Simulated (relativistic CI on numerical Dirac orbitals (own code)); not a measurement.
# Hyperfine structure of La XXVI, mass number 137

Method of calculation: Dirac-Coulomb-Breit CI, separate exchange-only KLI orbitals for each configuration, model QED, unscaled Slater integrals (own radial code, finite nucleus).

Configurations in the expansion (outside the closed core [Ar] 3d10): 4s²4p², 4s4p³, 4s²4p4d, 4p⁴, 4s4p²4d, 4s²4p4f, 4s4p²4f, 4p³4d, 4s4p4d², 4s²4d4f, 4p³4f, 4s²4d², 4s4d³, 4s4d²4f, 4p²4d², 4p4d³, 4p4d²4f, 4s²4f², 4s4d4f², 4s4f³, 4p²4f², 4p4d4f², 4p4f³, 4s4p4d4f. Double excitations out of closed p, d and f shells are left out; levels of such configurations are missing from the list, as are those of other unlisted configurations, and high levels can miss mixing partners.

Nuclear spin I = 7/2, μ = 2.696 μN, Q = 0.21 b (tables of Stone and Pyykkö). The electronic factors are computed for point nuclear moments, without core polarisation or the Bohr-Weisskopf and QED corrections.

```csv
Level,E (cm⁻¹),A (MHz),B (MHz)
4s²4p² ³P1,158686,-6110,3900
4s²4p² ¹D2,181669,35560,5250
4s²4p² ³P2,357705,15980,2520
4s4p³ ⁵S°2,604107,88570,4350
4s4p³ ³D°1,688063,-51710,6580
4s4p³ ³D°2,756883,62730,6000
4s4p³ ³D°3,798715,77910,-586
4s4p³ ³P°1,867871,73440,-7070
```

Levels with J = 0, under 50 % of one LS term, or S terms without an open s electron are left out. Small factors come from cancelling terms and can be off by tens of per cent or more.

At this charge energies of transitions that change n are usually good to better than 1 %, and those within a shell (Δn = 0) to a few per cent.

Q: Give the hyperfine levels of 4s²4p² ¹D2 relative to its centre of gravity.

A: With K = F(F + 1) − I(I + 1) − J(J + 1), E = AK/2 + B[¾K(K + 1) − I(I + 1)J(J + 1)]/[2I(2I − 1)J(2J − 1)]: F = 3/2: -317300, F = 5/2: -230700, F = 7/2: -108200, F = 9/2: 51560, F = 11/2: 250300 MHz.

LS names give the leading component of a level, which can be under half, so a name can repeat, a term be missing and a line seem to break the LS rules.
